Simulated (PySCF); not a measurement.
Excitations are Tamm–Dancoff values on a coarser integration grid. The basis has no diffuse functions, so Rydberg states are missing or too high.

Species: CH$_{2}$S$_{3}$, SMILES `S1CSS1` (charge 0, multiplicity 1).

Question: What HOMO–LUMO gap, HOMO and S1–T1 gap (TDA) does TPSSh-D3(BJ)/def2-TZVP // B3LYP-D3(BJ)/def2-TZVP run with PySCF give?

Answer: 
- HOMO–LUMO gap = 2.82 eV
- HOMO = -5.45 eV
- S1–T1 gap (TDA) = 0.51 eV
